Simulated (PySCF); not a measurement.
PySCF input (BP86/6-31G* with LANL2DZ past Ar (5d)):

```python
from pyscf import gto, dft

mol = gto.M(
    atom='''
    Mg   -0.00000000   -0.00000000   -1.77413300
    Br    0.00000000    0.00000000    0.60827400
    ''',
    basis={'default': '6-31g*', 'Br': 'lanl2dz'},
    ecp={'Br': 'lanl2dz'},
    charge=0,
    spin=1,
    symmetry='C2v',
    verbose=4,
)

mf = dft.UKS(mol, xc='bp86')
mf.grids.level = 3
mf.conv_tol = 1e-9
mf.max_cycle = 100
mf.max_memory = 1500
mf.kernel()
if not mf.converged:
    mf = mf.newton()
    mf.kernel(mf.make_rdm1())
mf.dip_moment()
```

Output:

```
PySCF version 2.14.0

[INPUT] verbose = 4
[INPUT] num. atoms = 2
[INPUT] num. electrons = 19
[INPUT] charge = 0
[INPUT] spin (= nelec alpha-beta = 2S) = 1
[INPUT] symmetry C2v subgroup None
[INPUT] Mole.unit = angstrom
[INPUT] Symbol           X                Y                Z      unit          X                Y                Z       unit  Magmom
[INPUT]  1 Mg     0.000000000000   0.000000000000  -1.774133000000 AA    0.000000000000   0.000000000000  -3.352625478553 Bohr   0.0
[INPUT]  2 Br     0.000000000000   0.000000000000   0.608274000000 AA    0.000000000000   0.000000000000   1.149471268694 Bohr   0.0

nuclear repulsion = 18.6579730991724
point group symmetry = Coov, use subgroup C2v
symmetry origin: [ 0.00000000e+00  0.00000000e+00 -2.41241633e-07]
symmetry axis x: [1. 0. 0.]
symmetry axis y: [0. 1. 0.]
symmetry axis z: [0. 0. 1.]
num. orbitals of irrep A1 = 13
num. orbitals of irrep A2 = 1
num. orbitals of irrep B1 = 6
num. orbitals of irrep B2 = 6
number of shells = 12
number of NR pGTOs = 63
number of NR cGTOs = 26
basis = {'default': '6-31g*', 'Br': 'lanl2dz'}
ecp = {'Br': 'lanl2dz'}

******** <class 'pyscf.dft.uks_symm.SymAdaptedUKS'> ********
method = SymAdaptedUKS
initial guess = minao
damping factor = 0
level_shift factor = 0
DIIS = <class 'pyscf.scf.diis.CDIIS'>
diis_start_cycle = 1
diis_space = 8
diis_damp = 0
SCF conv_tol = 1e-09
SCF conv_tol_grad = None
SCF max_cycles = 100
direct_scf = True
direct_scf_tol = 1e-13
number electrons alpha = 10  beta = 9
XC library pyscf.dft.libxc version 7.1.2
    S. Lehtola, C. Steigemann, M. J. T. Oliveira, and M. A. L. Marques,  SoftwareX 7, 1–5 (2018)
XC functionals = bp86
    A. D. Becke,  Phys. Rev. A 38, 3098 (1988)
    J. P. Perdew,  Phys. Rev. B 33, 8822 (1986)
    J. P. Perdew,  Phys. Rev. B 34, 7406–7406 (1986)
radial grids:
    Treutler-Ahlrichs [JCP 102, 346 (1995); DOI:10.1063/1.469408] (M4) radial grids

becke partition: Becke, JCP 88, 2547 (1988); DOI:10.1063/1.454033
pruning grids: <function nwchem_prune>
grids dens level: 3
symmetrized grids: C2v
atomic radii adjust function: <function treutler_atomic_radii_adjust>
small_rho_cutoff = 0
Freeze 0 electrons in irreps []
    19 free electrons in irreps A1 A2 B1 B2
Set gradient conv threshold to 3.16228e-05
tot grids = 39008
init E= -202.587587802806
alpha HOMO (A1) = -0.0496550599670549  LUMO (B1) = 0.0185179082779282
beta  HOMO (B1) = -0.0702867605532392  LUMO (A1) = -0.0496550599670584

WARN: HOMO -0.0496550599670549 >= LUMO -0.0496550599670584

WARN: alpha-A1 HOMO -0.0496550599670549 > system LUMO -0.0496550599670584

WARN: beta-A1 LUMO -0.0496550599670584 < system HOMO -0.0496550599670549

cycle= 1 E= -210.892112873952  delta_E= -8.3  |g|= 1.41  |ddm|= 2.82
alpha HOMO (A1) = -0.289005834194366  LUMO (B1) = -0.145198753997021
beta  HOMO (A1) = -1.16744213542084  LUMO (A1) = -0.264184784881017
  HOMO = -0.289005834194  LUMO = -0.264184784881  gap/eV = 0.67542
cycle= 2 E= -211.815671233806  delta_E= -0.924  |g|= 0.93  |ddm|= 6.21
alpha HOMO (A1) = -0.159803957407252  LUMO (B1) = -0.0571189477708071
beta  HOMO (B1) = -0.267520670285971  LUMO (A1) = -0.153484076759323
  HOMO = -0.159803957407  LUMO = -0.153484076759  gap/eV = 0.17197
cycle= 3 E= -213.30653458426  delta_E= -1.49  |g|= 0.0992  |ddm|=  5.8
alpha HOMO (A1) = -0.182162205656134  LUMO (B2) = -0.0636506923955117
beta  HOMO (B2) = -0.225020104347396  LUMO (A1) = -0.13974822713854
  HOMO = -0.182162205656  LUMO = -0.139748227139  gap/eV = 1.15414
cycle= 4 E= -213.318430678936  delta_E= -0.0119  |g|= 0.0313  |ddm|= 0.398
alpha HOMO (A1) = -0.185932301933246  LUMO (B2) = -0.06805375169643
beta  HOMO (B2) = -0.240948487367318  LUMO (A1) = -0.139366920416499
  HOMO = -0.185932301933  LUMO = -0.139366920416  gap/eV = 1.26711
cycle= 5 E= -213.319655405969  delta_E= -0.00122  |g|= 0.0112  |ddm|= 0.0813
alpha HOMO (A1) = -0.184329775271564  LUMO (B2) = -0.0664647230151711
beta  HOMO (B2) = -0.243335253530404  LUMO (A1) = -0.135387495068017
  HOMO = -0.184329775272  LUMO = -0.135387495068  gap/eV = 1.33179
cycle= 6 E= -213.319822860691  delta_E= -0.000167  |g|= 0.000837  |ddm|= 0.0244
alpha HOMO (A1) = -0.185047972597008  LUMO (B2) = -0.0670679514126431
beta  HOMO (B1) = -0.243665003874393  LUMO (A1) = -0.135725950287203
  HOMO = -0.185047972597  LUMO = -0.135725950287  gap/eV = 1.34212
cycle= 7 E= -213.319823847212  delta_E= -9.87e-07  |g|= 0.000126  |ddm|= 0.0037
alpha HOMO (A1) = -0.184961674599862  LUMO (B2) = -0.0670012176279058
beta  HOMO (B1) = -0.243629201829094  LUMO (A1) = -0.135639249470952
  HOMO = -0.1849616746  LUMO = -0.135639249471  gap/eV = 1.34213
cycle= 8 E= -213.319823876315  delta_E= -2.91e-08  |g|= 3.28e-05  |ddm|= 0.000474
alpha HOMO (A1) = -0.184964658524517  LUMO (B2) = -0.0670057212288544
beta  HOMO (B1) = -0.243617847017073  LUMO (A1) = -0.13563970238058
  HOMO = -0.184964658525  LUMO = -0.135639702381  gap/eV = 1.34220
cycle= 9 E= -213.319823877872  delta_E= -1.56e-09  |g|= 9.35e-06  |ddm|= 8.45e-05
alpha HOMO (A1) = -0.184965844285774  LUMO (B2) = -0.0670072663324187
beta  HOMO (B2) = -0.243615974254213  LUMO (A1) = -0.135640300846347
  HOMO = -0.184965844286  LUMO = -0.135640300846  gap/eV = 1.34222
cycle= 10 E= -213.319823877984  delta_E= -1.12e-10  |g|= 3.82e-07  |ddm|= 2.01e-05
alpha HOMO (A1) = -0.184965833004956  LUMO (B1) = -0.0670072424057648
beta  HOMO (B1) = -0.243615822529323  LUMO (A1) = -0.135640210875255
  HOMO = -0.184965833005  LUMO = -0.135640210875  gap/eV = 1.34222
Extra cycle  E= -213.319823877984  delta_E= 1.71e-13  |g|= 4.25e-07  |ddm|= 1.27e-06
converged SCF energy = -213.319823877984  <S^2> = 0.75084772  2S+1 = 2.0008475
Dipole moment(X, Y, Z, Debye):  0.00000,  0.00000, -3.35861
```

The geometry given is a B3LYP-D3(BJ)/def2-TZVP minimum.
